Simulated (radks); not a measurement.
The numbers below are computed, except where a source is named.
Initial-state core-level shifts of the platinum ion Pt3+ when its valence configuration changes from [Xe] 4f14 5d7. Level of theory: scalar-relativistic Kohn-Sham, LDA (Slater exchange, Perdew-Wang correlation), spin-polarised, spherical densities, finite nucleus; open shells are filled with parallel spins first (spin-orbit coupling, left out, can overturn this in heavy ions); Fermi nuclear charge, rms radius 5.427 fm (a radial shooting solver on a logarithmic mesh with Libxc functionals). Shifts are changes of the shell-averaged eigenvalues in eV (positive: less bound); the change of the density at the nucleus, which sets a Mossbauer isomer shift, is in e/bohr^3, on a base of 2.107e+06.

| valence | 3s | 4s | 4p | 5s | density at nucleus |
|---|---|---|---|---|---|
| 4f14 5d6 6s1 | -4.064 | -4.018 | -4.016 | -3.709 | +242.2 |
| 4f14 5d6 6p1 | -5.614 | -5.571 | -5.568 | -5.225 | +16.4 |
| 4f13 5d7 6p1 | -21.238 | -19.049 | -18.523 | -10.050 | +145.9 |
| 4f13 5d8 | -15.438 | -13.307 | -12.786 | -4.681 | +129.3 |
| 4f13 5d6 6p2 | -27.088 | -24.825 | -24.292 | -15.365 | +165.1 |
| 4f13.5 5d7 6s0.5 | -9.708 | -8.657 | -8.400 | -4.240 | +183.1 |
| 4f14 5d5 6s2 | -8.373 | -8.271 | -8.266 | -7.592 | +491.1 |
| 4f13.5 5d7.5 | -7.643 | -6.617 | -6.361 | -2.354 | +63.9 |
| 4f13 5d6 6s2 | -24.161 | -21.895 | -21.364 | -12.530 | +637.3 |
